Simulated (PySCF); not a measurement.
These are PBE-D3(BJ)/def2-TZVP // B3LYP-D3(BJ)/def2-TZVP in PySCF values and carry that method's errors. All species are isolated molecules in the gas phase. 

Reference species (SMILES): `FC(F)(B)F` (neutral, multiplicity 1).

| Property | Result |
|---|---|
| dipole moment | 1.67 D |

Changed species: `FC(F)(F)[SiH3]` (whole molecule; the reference has whole molecule).

Question: Predict the effect on the dipole moment.

Answer: the dipole moment increases by 0.33 D, to 2.00 D.
